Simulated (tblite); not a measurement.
C7H8P2.
Numbering: `[cH:1]1[cH:2][c:3]([CH:4]2[CH2:5][CH2:6]2)[p:7][cH:8][p:9]1` (hydrogens: H10 on C1; H11 on C2; H12 on C4; H13, H14 on C5; H15, H16 on C6; H17 on C8)

A start from a force field or distance geometry was refined with GFN2-xTB geometry optimisation, gas phase in tblite. Values at the start:

```json
{"coordinate": "C1–C2", "start": "1.423 Å"}
{"coordinate": "C1–P9", "start": "1.835 Å"}
{"coordinate": "C1–H10", "start": "1.079 Å"}
{"coordinate": "C2–C3", "start": "1.428 Å"}
{"coordinate": "C2–H11", "start": "1.087 Å"}
{"coordinate": "C3–C4", "start": "1.517 Å"}
{"coordinate": "C3–P7", "start": "1.857 Å"}
{"coordinate": "C4–C5", "start": "1.523 Å"}
{"coordinate": "C4–H12", "start": "1.086 Å"}
{"coordinate": "C5–C6", "start": "1.507 Å"}
{"coordinate": "C5–H13", "start": "1.089 Å"}
{"coordinate": "C5–H14", "start": "1.085 Å"}
{"coordinate": "P7–C8", "start": "1.829 Å"}
{"coordinate": "C8–P9", "start": "1.825 Å"}
{"coordinate": "C8–H17", "start": "1.084 Å"}
{"coordinate": "C1–C2–C3", "start": "129.5°"}
{"coordinate": "C1–P9–C8", "start": "96.5°"}
{"coordinate": "C2–C1–P9", "start": "125.1°"}
{"coordinate": "C2–C3–C4", "start": "121.9°"}
{"coordinate": "C2–C3–P7", "start": "122.1°"}
{"coordinate": "C3–P7–C8", "start": "96.3°"}
{"coordinate": "C4–C3–P7", "start": "115.5°"}
{"coordinate": "P7–C8–P9", "start": "117.5°"}
```

How do these coordinates change at the GFN2-xTB level?

| coordinate | GFN2-xTB (Å or °) | change |
| --- | --- | --- |
| P7–C8 | 1.724 | -0.105 |
| C3–P7 | 1.754 | -0.103 |
| C1–P9 | 1.733 | -0.102 |
| C8–P9 | 1.728 | -0.097 |
| C1–C2 | 1.380 | -0.043 |
| C2–C3 | 1.388 | -0.040 |
| C3–C4 | 1.479 | -0.038 |
| C5–C6 | 1.489 | -0.018 |
| C4–C5 | 1.507 | -0.016 |
| C5–H13 | 1.080 | -0.009 |
| C1–H10 | 1.084 | +0.005 |
| C5–H14 | 1.081 | -0.004 |
| C8–H17 | 1.087 | +0.003 |
| C4–H12 | 1.085 | -0.001 |
| C2–H11 | 1.087 | 0.000 |
| P7–C8–P9 | 132.3 | +14.8 |
| C3–P7–C8 | 103.6 | +7.3 |
| C1–P9–C8 | 102.0 | +5.5 |
| C2–C3–C4 | 117.8 | -4.1 |
| C2–C1–P9 | 128.5 | +3.4 |
| C2–C3–P7 | 125.5 | +3.4 |
| C1–C2–C3 | 128.1 | -1.4 |
| C4–C3–P7 | 116.7 | +1.2 |

The energy falls by 2.494 eV over 137 L-BFGS steps, the largest force on an atom goes from 3.18 to 0.008 eV/Å, and the atoms move by 1.068 Å rms after alignment. The bond that changes most is P7–C8 (ends: phosphorus bonded to 2 C; aromatic CH carbon), which shortens by 0.105 Å. Bonds longer at the end by more than 0.005 Å: 1 of 18; shorter: 11. Among the dihedrals that turn most is P7–C3–C4–H12, from 75° to 180°. Rotational constants go from 2504, 762.9, 625.7 to 2946, 789.0, 654.0 MHz.

On an Intel Xeon at 2.50 GHz with one thread, shared host, this took 3.8 s of wall time.

Its GFN2-xTB frequencies are all real (lowest 52 cm⁻¹). The numbers are those of one conformer.

These are computed values.
